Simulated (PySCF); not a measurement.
# Dipole response of B(2+) (boron, charge +2)

[He] 2s1, 2S determinant. All numbers are calculated (PySCF 2.14, the non-relativistic Hamiltonian (point nucleus), in aug-cc-pVTZ). Coupled (time-dependent) response in atomic units; α is the mean over directions.

```json
{"method": "UHF", "mean α (bohr³)": "7.912", "C₆ (like pair)": "11.11", "S(−4)": "153.3"}
{"method": "PBE", "mean α (bohr³)": "6.970", "C₆ (like pair)": "9.257", "S(−4)": "118.8"}
{"method": "PBE0", "mean α (bohr³)": "7.186", "C₆ (like pair)": "9.674", "S(−4)": "126.3"}
{"method": "wB97X", "mean α (bohr³)": "7.836", "C₆ (like pair)": "11.22", "S(−4)": "143.6"}
{"method": "B97-3", "mean α (bohr³)": "7.166", "C₆ (like pair)": "9.609", "S(−4)": "126.4"}
```

S(−4) is the Cauchy moment in α(ω) = α(0) + S(−4) ω² + …

α(iu) at B97-3:

```tsv
u (hartree)	α(iu) (bohr³)
0	7.166
0.0500	6.864
0.100	6.099
0.200	4.258
0.300	2.887
0.500	1.507
0.750	0.8443
1.00	0.5523
1.50	0.2990
2.00	0.1910
3.00	0.1001
5.00	0.04449
```

A single London oscillator, α(iu) = α/(1 + u²/ω²), gives C₆ = (3/4) ω α². Matching the computed C₆ needs ω = 4 × 9.609 / (3 × 7.166²) = 0.249 hartree.

For an ion, C₆ is the dispersion term alone; charge-induced terms of lower order in 1/R come first.
